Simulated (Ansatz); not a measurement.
Ansatz (a program for electronic structure) input (PBE0/def2-TZVP):

Ansatz 0.2 input:
```yaml
crystal:
  periodic: [false, false, false]
  atoms:
    - {symbol: N, position_ang: [-0.05786237, -0.03195295, -0.51104199]}
    - {symbol: N, position_ang: [-0.06063369, -0.00522076, 0.65553282]}
    - {symbol: H, position_ang: [0.82947243, 0.26021596, -1.01143575]}
basis:
  gaussian:
    orbitals: def2-TZVP
hamiltonian:
  xc: {name: PBE0}
magnetization: {spin_polarized: true, initial_magnetization: 1}
relax: {f_tol: 0.003, max_steps: 100}
```

End of the output:

```
reference -2991.92174696 eV, -109.9510962032 hartree; 8, 7 occupied and 60, 61 virtual orbitals, 354 factors
relax step   3: F+E_penalty+E_count = -2991.92172889 eV  Δ(F+E_penalty+E_count) = -4.068e-5 eV  max|allowed force component| = 2.573e-2 eV/Å  Δτ_max = 0.0011 Å  (38 SCF iters, accepted)
these checks for a lower state are left out or cut short: starts, cluster_reference, orbital_swaps, neighbouring_geometries, increment
integrals: 0.01 GiB planned
354 factors; their error is unknown
mean field: 0.15 GiB planned
mean field -2991.92173980 eV, -109.9510959401 hartree, gradient 2.0e-5 eV, S^2 0.755951; 0 other end points of the search recorded, 0 dependent functions left out
the calculation of the forces begins
reference -2991.92175785 eV, -109.9510966036 hartree; 8, 7 occupied and 60, 61 virtual orbitals, 354 factors
relax step   4: F+E_penalty+E_count = -2991.92173980 eV  Δ(F+E_penalty+E_count) = -1.090e-5 eV  max|allowed force component| = 1.274e-2 eV/Å  Δτ_max = 0.0007 Å  (38 SCF iters, accepted)
these checks for a lower state are left out or cut short: starts, cluster_reference, orbital_swaps, neighbouring_geometries, increment
integrals: 0.01 GiB planned
354 factors; their error is unknown
mean field: 0.15 GiB planned
mean field -2991.92174145 eV, -109.9510960010 hartree, gradient 2.0e-5 eV, S^2 0.755948; 0 other end points of the search recorded, 0 dependent functions left out
the calculation of the forces begins
reference -2991.92175950 eV, -109.9510966641 hartree; 8, 7 occupied and 60, 61 virtual orbitals, 354 factors
relax step   5: F+E_penalty+E_count = -2991.92174145 eV  Δ(F+E_penalty+E_count) = -1.656e-6 eV  max|allowed force component| = 1.517e-4 eV/Å  Δτ_max = 0.0002 Å  (39 SCF iters, accepted)
integrals: 0.01 GiB planned
354 factors; their error is unknown
mean field: 0.15 GiB planned
mean field evaluation 64: about -2991.9217 eV, gradient 4.5e-2 eV
mean field -2991.92174145 eV, -109.9510960010 hartree, gradient 2.0e-5 eV, S^2 0.755948; 1 other end points of the search recorded, 0 dependent functions left out
the calculation of the forces begins
reference -2991.92175950 eV, -109.9510966641 hartree; 8, 7 occupied and 60, 61 virtual orbitals, 354 factors
Total energy: -2991.92175950 eV, -109.9510966641 hartree
Atom 0 at    -0.058641    -0.032243    -0.512026 Å, force    -0.000004     0.000002     0.000133 eV/Å
Atom 1 at    -0.058158    -0.004449     0.652314 Å, force     0.000010    -0.000000    -0.000152 eV/Å
Atom 2 at     0.827775     0.259734    -1.007233 Å, force    -0.000006    -0.000002     0.000019 eV/Å
Dipole moment:     0.276162     0.088033    -0.277847 e Å
```

It need not be the lowest isomer of its formula.
